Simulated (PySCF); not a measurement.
diboron tetrachloride (B₂Cl₄), singlet, at a GFN2-xTB geometry.

Here is a job for PySCF.
```python
from pyscf import gto, scf, dft

mol = gto.Mole()
mol.atom = '''
    Cl   -1.72231116   -1.20807352    0.89204460
    B    -0.84531679   -0.07852237   -0.06467927
    Cl   -1.75980786    0.88461581   -1.15847834
    B     0.84531679    0.07852237    0.06467927
    Cl    1.91510219   -0.85476349   -0.90736095
    Cl    1.56701683    1.17822120    1.17379469
'''
mol.basis = '6-31g*'
mol.verbose = 4
mol.build()

mf = dft.RKS(mol)
mf.xc = 'tpss'
mf = mf.density_fit(auxbasis='def2-universal-jkfit')
mf.kernel()
mf.analyze()
```

Problem. Predict the HOMO energy from PySCF with DF-TPSS/6-31G*.

Solution. -7.28 eV

Problem. What is the computed total energy (DF-TPSS/6-31G*)?

Solution. -1890.6631 Eh

Problem. Give the nuclear repulsion energy at the level DF-TPSS/6-31G*.

Solution. 427.0992 Eh

Problem. What is the computed number of basis functions (DF-TPSS/6-31G*)?

Solution. 100

Problem. Estimate the dipole moment that DF-TPSS/6-31G* returns for this input.

Solution. 0.00 D

Problem. Give the HOMO-LUMO gap at the level DF-TPSS/6-31G*.

Solution. 4.66 eV
